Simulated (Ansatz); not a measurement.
Strength of the Se–Sn bond: SnH2(SeH)2 → SnH2(SeH) + HSe

Species: SnH2(SeH)2, singlet; SnH2(SeH), doublet; HSe, doublet. 

Shapes, held fixed at every level: PBE0-D4/def2-TZVP. Flexible molecules stand in one conformer, not always the lowest. Programs: Ansatz 0.2.0. The zero-point and thermal change to 298 K, harmonic and unscaled (PBE0-D4/def2-TZVP), is -8.3 kJ/mol.

```tsv
level	kind	ΔH(298 K) (kJ/mol)	less CCSD(T)/def2-TZVPP
MP2/def2-SVP	perturbation theory	+265.5	-4.2
HF/def2-TZVPP	Hartree–Fock	+176.8	-92.9
PBE-D4/def2-TZVPP	GGA	+269.3	-0.4
r2SCAN-D4/def2-TZVPP	meta-GGA	+263.7	-6.0
BHLYP-D4/def2-TZVPP	global hybrid	+257.9	-11.8
B2PLYP/def2-TZVPP	double hybrid	+259.8	-9.9
CCSD(T)/def2-TZVPP	coupled cluster or CI	+269.7	0.0
```

The highest level, CCSD(T)/def2-TZVPP, gives ΔH(298 K) = +269.7 kJ/mol; the levels span +176.8 to +269.7. The column of differences is taken from that level and isn't an error. Hartree–Fock misses the correlation of the pair that is broken and comes out low. No measured value is set beside it here. Open shells run unrestricted. For atoms past krypton def2 sets carry core potentials with scalar relativity. Relativity is left out for Se. Outer-core shells of Se, Sn are correlated, in sets that cover them unevenly.
